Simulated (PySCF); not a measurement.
Isomers of C7H9Cl3O, from PBE0-D3(BJ)/def2-SVP geometry optimisation, gas phase in PySCF. One conformer each, no zero-point energy, no frequencies.

Question: Which isomer lies lower at this level?
A. `[CH2:1]=[CH:2][C:3](=[O:4])[CH2:5][C@@H:6]([CH3:7])[C:8]([Cl:9])([Cl:10])[Cl:11]` with C1–C2–C3–O4 -2°, C2–C3–C5–C6 -175°, C3–C5–C6–C7 74°: A = 1249, B = 377.5, C = 364.6 MHz, dipole 2.68 D
B. `ClC(Cl)(Cl)[C@@H]1C[C@H]2CC[C@@H]1O2`: A = 1213, B = 544.2, C = 521.2 MHz, dipole 2.67 D

Answer: B. That is `ClC(Cl)(Cl)[C@@H]1C[C@H]2CC[C@@H]1O2`, 13.7 kcal/mol below the other.

| SMILES | mapped SMILES | E (Eh) | relative (kcal/mol) | relative (kJ/mol) | dipole (D) |
| --- | --- | --- | --- | --- | --- |
| ClC(Cl)(Cl)[C@@H]1C[C@H]2CC[C@@H]1O2 | [Cl:1][C:2]([Cl:3])([Cl:4])[C@@H:5]1[CH2:6][C@H:7]2[CH2:8][CH2:9][C@@H:10]1[O:11]2 | -1726.46171 | 0.0 | 0.0 | 2.67 |
| C=CC(=O)C[C@@H](C)C(Cl)(Cl)Cl | [CH2:1]=[CH:2][C:3](=[O:4])[CH2:5][C@@H:6]([CH3:7])[C:8]([Cl:9])([Cl:10])[Cl:11] | -1726.43984 | 13.7 | 57.4 | 2.68 |

As drawn, the higher has a C=O bond and a C=C bond outside aromatic rings, which the lower lacks.
